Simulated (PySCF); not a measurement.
A TDDFT job was run through a driver script with this input:

```
{"job": {"kind": "uv", "xc": "wB97X-D", "basis": "def2-SVPD", "dynamic": true, "nstates": 6, "ntriplets": 0, "group": "solv-JZHGRUMIRATHIU-UHFFFAOYSA-N-uv", "role": "base"}, "charge": 0, "multiplicity": 1}
C      3.330880    -0.793356    -0.368708
C      2.051862    -1.158360    -0.219983
C      0.882482    -0.278390    -0.098233
C      0.971294     1.121268    -0.130777
C     -0.174611     1.898686    -0.009348
C     -1.424446     1.301101     0.145709
C     -1.547053    -0.092693     0.182149
C     -2.891277    -0.740210     0.352894
C     -0.385656    -0.858399     0.058164
H      4.121814    -1.542205    -0.449011
H      3.640661     0.254068    -0.416157
H      1.822389    -2.229428    -0.180450
H      1.941945     1.606222    -0.252042
H     -0.094698     2.988212    -0.036622
H     -2.317742     1.924917     0.239330
H     -2.818333    -1.836279     0.324474
H     -3.588487    -0.427353    -0.440259
H     -3.349322    -0.458333     1.314411
H     -0.463575    -1.949622     0.084022
```

Output (SCF cycles cut):

```
converged SCF energy = -348.6006457352

Static polarisability (au): isotropic 110.826, principal 65.030 109.671 157.777

Singlet excitations
state   eV       nm        f      main configurations
  1   4.9946    248.2   0.03999   H-1->L 0.51, H->L+1 0.39
  2   5.0653    244.8   0.30595   H->L 0.89
  3   6.2617    198.0   0.48722   H->L+1 0.56, H-1->L 0.40
  4   6.4873    191.1   0.40856   H-1->L+1 0.81, H-2->L 0.09
  5   6.8463    181.1   0.00887   H->L+2 0.70, H->L+3 0.18
  6   7.1815    172.6   0.00003   H-3->L 0.89
```

Method: TDDFT wB97X-D/def2-SVPD, vertical, gas phase, core orbitals frozen in the response in PySCF 2.14.0, density-fitted response routines. The structure is a single PBE0-D3(BJ)/def2-SVP conformer in the gas phase; no vibrational or solvent corrections.

Problem. What is the total energy of state 5 at this geometry?

Solution. -348.60065 + 0.25160 = -348.34905 hartree.

Problem. Which orbital energies lie behind H and L?

Solution. HOMO -8.20 eV and LUMO 0.57 eV, a gap of 8.77 eV; state 1 differs from that by -3.77 eV.

Problem. How much of the mean polarisability do the listed states account for?

Solution. The sum over states Σ f/ΔE² (ΔE in hartree) gives 26.55 au, 24% of the total; the rest comes from higher roots of the same response equations.

Problem. How many basis functions and electrons does this run hold?

Solution. 260 basis functions for 64 electrons in 32 doubly occupied orbitals.

Problem. Give the mean polarisability in Å³.

Solution. 110.83 au × 0.148185 = 16.42 Å³.

Problem. Write the structure that the coordinates describe.

Solution. 3-methylstyrene (`c1(cc(C=C)ccc1)C`) (C9H10).

H and L stand for HOMO and LUMO.

The values belong to the conformer `[CH2:1]=[CH:2][c:3]1[cH:4][cH:5][cH:6][c:7]([CH3:8])[cH:9]1`: C1–C2–C3–C4 0°.

Note: wB97X-D ran without an empirical dispersion term, which enters the total energy and its gradient alone.
